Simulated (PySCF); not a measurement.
Species: C2H6O3SSi.
Z-matrix (Å and degrees, GFN2-xTB geometry), rows numbered from 1:
```
C 
Si  1  1.8894
O   2  1.6162  1  107.67
S   2  2.1671  1  112.92  3   119.87
C   2  1.9244  1  111.92  3  -121.88
O   5  1.2046  2  126.67  1   -40.57
O   5  1.3405  2  111.38  1   141.02
H   1  1.0852  2  110.88  3    53.40
H   1  1.0858  2  110.84  3   -66.40
H   1  1.0859  2  111.16  3   173.38
H   3  0.9553  2  122.89  1   177.21
H   4  1.3230  2   96.37  1    71.15
H   7  0.9733  5  110.94  2   178.69
```

Computed, not measured: TDDFT CAM-B3LYP/def2-SVPD, vertical, gas phase, core orbitals frozen in the response in PySCF 2.14.0, density-fitted response routines.

Frontier orbitals with the atoms that hold most of them (Löwdin shares over 4%, at most four atoms; ? is withheld):

```tsv
orbital	ε (eV)	atoms
HOMO-3	-11.20	O7 43%, O6 38%, C5 12%
HOMO-2	-10.49	S4 42%, Si2 14%, C1 13%, O6 9%
HOMO-1	-9.55	O6 37%, S4 26%, C5 10%, Si2 8%
HOMO	-8.78	?
LUMO	0.14	?
LUMO+1	0.59	S4 21%, Si2 15%, O3 14%, O7 14%
LUMO+2	1.15	O7 28%, S4 23%, H13 14%, O6 9%
```

Task: Which atoms hold the HOMO, and with what shares?

Result: S4 (bonded to Si and H) 60%; O6 (bonded to C) 11%; Si2 (bonded to 2 C, O and S) 9%; C5 (bonded to 2 O and Si) 6%.

Task: Which atoms hold the LUMO, and with what shares?

Result: C5 (bonded to 2 O and Si) 31%; O6 (bonded to C) 21%; Si2 (bonded to 2 C, O and S) 14%; S4 (bonded to Si and H) 12%.

Task: The HOMO–LUMO gap is 8.92 eV. Where does the response calculation put the lowest singlet, and from which orbitals?

Result: S1 is at 4.96 eV (f = 0.011), 3.96 eV below the gap, made of HOMO→LUMO (46%), HOMO-1→LUMO (39%). Without the coupling terms of the response equations the lowest excitation would equal the gap.

Next come S2 at 5.91 eV (f 0.0038), HOMO→LUMO (40%), HOMO-1→LUMO (33%), HOMO→LUMO+5 (12%); S3 at 6.35 eV (f 0.034), HOMO→LUMO+1 (61%), HOMO→LUMO+2 (9%), HOMO-1→LUMO (8%); S4 at 6.99 eV (f 0.056), HOMO→LUMO+2 (29%), HOMO-1→LUMO+1 (22%), HOMO→LUMO+1 (10%); S5 at 7.27 eV (f 0.019), HOMO→LUMO+5 (49%).

One conformer stands for the species.
